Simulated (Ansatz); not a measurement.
Reaction (ligand exchange at a Ge–C bond): `[CH3][Ge][F]` + HBr → `[F][Ge][Br]` + CH₄

Isolated molecules relaxed with PBE0-D4/def2-TZVP in Ansatz; ΔE leaves out vibrations. CCSD(T)/CBS adds triple-zeta CCSD(T) − MP2 to the extrapolated MP2 energy (def2 sets, frozen cores). This one scheme is used for every species. DFT in def2-TZVPP. For Br, Ge outer-core shells are correlated without core-valence functions, which leaves a few kJ/mol of doubt a bond. Scalar relativity is left out up to krypton.

| species | revPBE energy (Eh) |
| --- | --- |
| `[CH3][Ge][F]` | -2216.63699 |
| HBr | -2574.53871 |
| `[F][Ge][Br]` | -4750.72081 |
| CH₄ | -40.51893 |

Question: Work out ΔE.

Answer: ΔE = (-4750.72081) + (-40.51893) − (-2216.63699) − (-2574.53871) = -0.06404 Eh = -1.74 eV. CCSD(T)/CBS gives -1.62 eV.

Question: What do rigid-rotor, harmonic-oscillator terms from PBE0-D4/def2-TZVP frequencies (298.15 K, 1 bar) make of the CCSD(T)/CBS value? (Estimate.)

Answer: The calculation gave: ΔZPE = +0.12 eV, ΔH = -1.50 eV, ΔS = -12 J/(mol·K), ΔG = -1.47 eV.

Largest T1 diagnostic among the species: 0.013.

From PBE to PBE0 (25 % exact exchange), in def2-TZVPP and without D4, ΔE moves by +0.03 eV. Leaving LDA and LC-ωPBE aside and taking each functional with its dispersion term where it has one, the values, not all of them listed here, spread over 0.14 eV, from BLYP-D4 to ωB97X-V. LDA lies +0.08 eV from PBE without D4.
